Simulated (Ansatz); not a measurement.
One change: `Cl[SiH2]S[SiH2]Cl` becomes `O[SiH2]S[SiH2]Cl`.

Ansatz, PBE0-D4/def2-TZVP geometries, multiplicity 1. Each molecule was computed in one conformer, which needn't be the lowest.

```
                                          property  `Cl[SiH2]S[SiH2]Cl`
             HOMO–LUMO gap (B3LYP/def2-TZVPP) / eV                 7.13
               LUMO energy (B3LYP/def2-TZVPP) / eV                -0.69
size of the dipole moment (ωB97M-V/def2-TZVPP) / D                 0.57
                 HOMO energy (PBE/def2-TZVPP) / eV                -6.87
                LUMO energy (PBE0/def2-TZVPP) / eV                -0.54
               HOMO–LUMO gap (PBE/def2-TZVPP) / eV                 5.47
```

Q: Give the same properties after the change, and the shifts. (An estimate is asked.)

A: Computed: 
| property | `O[SiH2]S[SiH2]Cl` | shift |
| --- | --- | --- |
| HOMO–LUMO gap (B3LYP/def2-TZVPP) / eV | 7.28 | 0.15 |
| LUMO energy (B3LYP/def2-TZVPP) / eV | -0.43 | 0.26 |
| size of the dipole moment (ωB97M-V/def2-TZVPP) / D | 0.42 | -0.15 |
| HOMO energy (PBE/def2-TZVPP) / eV | -6.75 | 0.12 |
| LUMO energy (PBE0/def2-TZVPP) / eV | -0.23 | 0.31 |
| HOMO–LUMO gap (PBE/def2-TZVPP) / eV | 5.64 | 0.17 |

With PBE0 the HOMO rises by 0.11 eV and the LUMO rises by 0.31 eV, so the gap widens by about 0.20 eV. PBE moves the HOMO by 0.12 eV and ωB97M-V by 0.11 eV. Dipoles are sizes alone; their direction can turn.

B3LYP here is the variant with VWN-RPA as its local correlation; programs differ in this.
